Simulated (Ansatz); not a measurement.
The cluster Cu₂H₂⁺. Total charge 1; doublet. Geometry r2SCAN-D4/def2-TZVP.

```xyz
4

Cu    0.336    0.866    0.675
Cu   -0.336   -0.866   -0.675
H    -0.850    0.695   -0.472
H     0.850   -0.696    0.472
```

The 6-31G sets use Cartesian d functions. HSE06 is defined as in plane-wave codes, on full-range PBE exchange. The structure comes from a short search, and lower isomers may exist.

Estimate the α-spin orbital energies around the gap (eV) in Ansatz with HF/6-31G, PBE-D4/def2-TZVP, PBE0-D4/def2-TZVP, HSE06-D4/def2-TZVP, BHLYP-D4/def2-TZVP.


```
orbital  HF/6-31G  PBE-D4/def2-TZVP  PBE0-D4/def2-TZVP  HSE06-D4/def2-TZVP  BHLYP-D4/def2-TZVP
HOMO−13    -94.91            -79.05             -83.97              -83.53              -88.83
HOMO−12    -94.90            -79.04             -83.96              -83.52              -88.82
HOMO−11    -28.78            -16.60             -18.03              -17.60              -19.73
HOMO−10    -27.27            -15.82             -17.73              -17.31              -19.58
 HOMO−9    -26.47            -13.78             -15.81              -15.39              -17.91
 HOMO−8    -26.33            -13.57             -15.64              -15.22              -17.78
 HOMO−7    -26.11            -13.24             -15.34              -14.92              -17.46
 HOMO−6    -20.01            -13.14             -15.25              -14.83              -17.40
 HOMO−5    -18.69            -13.07             -15.09              -14.68              -17.21
 HOMO−4    -17.58            -12.95             -15.06              -14.64              -17.20
 HOMO−3    -17.53            -12.86             -14.80              -14.39              -16.94
 HOMO−2    -17.24            -12.75             -14.76              -14.35              -16.86
 HOMO−1    -16.92            -12.73             -14.74              -14.32              -16.59
   HOMO    -14.26            -11.07             -12.42              -12.01              -13.80
   LUMO     -5.45             -9.25              -7.99               -8.36               -6.97
 LUMO+1     -3.51             -7.37              -6.21               -6.58               -5.39
 LUMO+2     -2.98             -6.09              -4.92               -5.30               -3.82
 LUMO+3     -1.49             -4.33              -3.29               -3.65               -2.39
 LUMO+4     -1.14             -3.69              -2.64               -3.00               -1.91
 LUMO+5     -0.14             -3.24              -2.37               -2.71               -1.56
 β HOMO    -14.89            -12.60             -13.84              -13.43              -15.19
 β LUMO     -5.23            -10.30              -9.29               -9.67               -8.40
```
